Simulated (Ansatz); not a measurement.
BI2 (SMILES I[B]I), charge 0, multiplicity 2, relaxed at each level with Ansatz (an electronic-structure program); harmonic frequencies from differences of analytic forces, average atomic masses, frozen cores. Open shells are unrestricted. Elements past Kr take the def2 small-core potentials, without spin–orbit coupling.

```
level               harmonic frequencies (cm⁻¹)  ZPE (eV)  cost over HF/def2-TZVPP (rough)
------------------  ---------------------------  --------  -------------------------------
HF/def2-TZVPP                       124 463 772     0.084                               ×1
PBE/def2-TZVPP                      115 434 741     0.080                             ×0.9
r2SCAN/def2-TZVPP                   120 447 755     0.082                               ×1
PBE0/def2-TZVPP                     119 451 774     0.083                               ×1
wB97X-V/def2-TZVPP                  121 456 784     0.084                               ×2
CCSD(T)/def2-TZVPP                  120 446 766     0.083                              ×40
```
